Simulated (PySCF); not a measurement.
barium atom (Ba), singlet (core potentials on Ba). Base run: PySCF with B3LYP/def2-TZVP, polarisability.

PySCF was given this input:
```python
from pyscf import gto, scf, dft
from pyscf.prop import polarizability

mol = gto.M(
    atom='''
Ba    0.000000    0.000000    0.000000
''',
    basis='def2-tzvp',
    ecp={'Ba': 'def2-tzvp'},
    charge=0,
    spin=0,
    verbose=4,
)

mf = dft.RKS(mol)
mf.xc = 'b3lyp'
mf.kernel()
alpha = mf.Polarizability().polarizability()[2, 2]
print('alpha_zz =', alpha)
```

The base run was repeated with changes; each row names its change, and settings that it needs were set with it.

```json
[
 {"change": "base", "alpha_zz (bohr³)": "256.26", "basis functions": "40"},
 {"change": "finite field (a.u.) = 0.05; conv_tol = 1e-11", "alpha_zz (bohr³)": "258.57", "basis functions": "40"},
 {"change": "functional = pbe0", "alpha_zz (bohr³)": "283.08", "basis functions": "40"},
 {"change": "functional = pbe", "alpha_zz (bohr³)": "270.16", "basis functions": "40"},
 {"change": "finite field (a.u.) = 0.005; conv_tol = 1e-11", "alpha_zz (bohr³)": "257.34", "basis functions": "40"},
 {"change": "finite field (a.u.) = 2e-4; conv_tol = 1e-6", "alpha_zz (bohr³)": "256.26", "basis functions": "40"},
 {"change": "finite field (a.u.) = 0.001; conv_tol = 1e-11", "alpha_zz (bohr³)": "256.30", "basis functions": "40"},
 {"change": "finite field (a.u.) = 0.02; conv_tol = 1e-11", "alpha_zz (bohr³)": "267.32", "basis functions": "40"},
 {"change": "functional = lda,vwn", "alpha_zz (bohr³)": "244.15", "basis functions": "40"},
 {"change": "functional = hf", "alpha_zz (bohr³)": "___", "basis functions": "40"},
 {"change": "basis = def2-SVPD", "alpha_zz (bohr³)": "___", "basis functions": "___"},
 {"change": "basis = def2-SVP", "alpha_zz (bohr³)": "238.84", "basis functions": "23"}
]
```

Problem. Complete the blanks.

Solution. 
- functional = hf, alpha_zz (bohr³): 325.64
- basis = def2-SVPD, alpha_zz (bohr³): 251.21
- basis = def2-SVPD, basis functions: 26

Finite-field rows take the second difference of the energy in a field along z; a small field with loose convergence shows SCF noise divided by the square of the field, and a large one adds hyperpolarisability.
